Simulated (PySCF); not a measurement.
## Electron correlation in Ni¹⁴⁺ (nickel, charge +14)

[Ne] 3s2 3p2, high-spin 3P determinant. Calculation: PySCF 2.14, in an even-tempered Gaussian basis (19 s from 0.93 bohr⁻², ratio 2.5; 12 p from 1.2 bohr⁻², ratio 2.5; 5 d from 6.3 bohr⁻², ratio 2.7; 4 f from 9.5 bohr⁻², ratio 2.7); scalar relativity by spin-free X2C-1e. Frozen: 1s2; 12 electrons correlated; the 22 highest virtual orbitals of each spin left out.

| level | correlation energy (mhartree) |
| --- | --- |
| CCSD | -467.42 |
| (T) | -2.48 |
| CCSD(T) | -469.90 |

Diagnostics: T1 = 0.0020, D1 = 0.0084, largest double amplitude 0.083.

Cost of the coupled-cluster step: of the order of 50 core-seconds, for 12 correlated electrons.

Iterations:

```
CC2 = 0
CCSD nocc = (np.int64(7), np.int64(5)), nmo = (85, 85)
frozen orbitals [[0, 86, 87, 88, 89, 90, 91, 92, 93, 94, 95, 96, 97, 98, 99, 100, 101, 102, 103, 104, 105, 106, 107], [0, 86, 87, 88, 89, 90, 91, 92, 93, 94, 95, 96, 97, 98, 99, 100, 101, 102, 103, 104, 105, 106, 107]]
max_cycle = 100
direct = 0
conv_tol = 1e-08
conv_tol_normt = 1e-06
diis_space = 8
diis_start_cycle = 0
Init t2, MP2 energy = -0.445639495440626
Init E_corr(UCCSD) = -0.445639495441235
cycle = 1  E_corr(UCCSD) = -0.460860433295379  dE = -0.0152209379  norm(t1,t2) = 0.0248294
cycle = 2  E_corr(UCCSD) = -0.465304045055634  dE = -0.00444361176  norm(t1,t2) = 0.00862077
cycle = 3  E_corr(UCCSD) = -0.467452681429395  dE = -0.00214863637  norm(t1,t2) = 0.00325298
cycle = 4  E_corr(UCCSD) = -0.467421734070648  dE = 3.09473587e-05  norm(t1,t2) = 0.000289009
cycle = 5  E_corr(UCCSD) = -0.467423118475572  dE = -1.38440492e-06  norm(t1,t2) = 1.98342e-05
cycle = 6  E_corr(UCCSD) = -0.467423124941058  dE = -6.46548526e-09  norm(t1,t2) = 2.26063e-06
cycle = 7  E_corr(UCCSD) = -0.467423057733864  dE = 6.72071938e-08  norm(t1,t2) = 3.10792e-07
cycle = 8  E_corr(UCCSD) = -0.467423061690927  dE = -3.95706345e-09  norm(t1,t2) = 4.49197e-08
UCCSD converged
E(UCCSD) = -1428.566466601036  E_corr = -0.4674230616909274
UCCSD(T) correction = -0.00247509543521604
```
